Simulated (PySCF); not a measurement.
# Polarisability and C₆ of Ni²⁺ (nickel, charge +2)

[Ar] 3d8, high-spin 3F determinant. Calculation: PySCF 2.14, in aug-cc-pwCVTZ-DK (10s9p7d4f3g, 127 functions); the spin-free X2C one-electron Hamiltonian (Gaussian nucleus). Coupled (time-dependent) response in atomic units; α is the mean over directions.

```csv
method,mean α (bohr³),C₆ (like pair),S(−4)
BLYP,3.460,9.771,6.904
```

S(−4) is the Cauchy moment in α(ω) = α(0) + S(−4) ω² + …

α(iu) at BLYP:

```
u (hartree)  α(iu) (bohr³)
          0          3.460
     0.0500          3.443
      0.100          3.394
      0.200          3.219
      0.300          2.990
      0.500          2.531
      0.750          2.083
       1.00          1.754
       1.50          1.302
       2.00          1.006
       3.00         0.6534
       5.00         0.3427
```

A single London oscillator, α(iu) = α/(1 + u²/ω²), gives C₆ = (3/4) ω α². Matching the computed C₆ needs ω = 4 × 9.771 / (3 × 3.460²) = 1.09 hartree.

For an ion, C₆ is the dispersion term alone; charge-induced terms of lower order in 1/R come first.
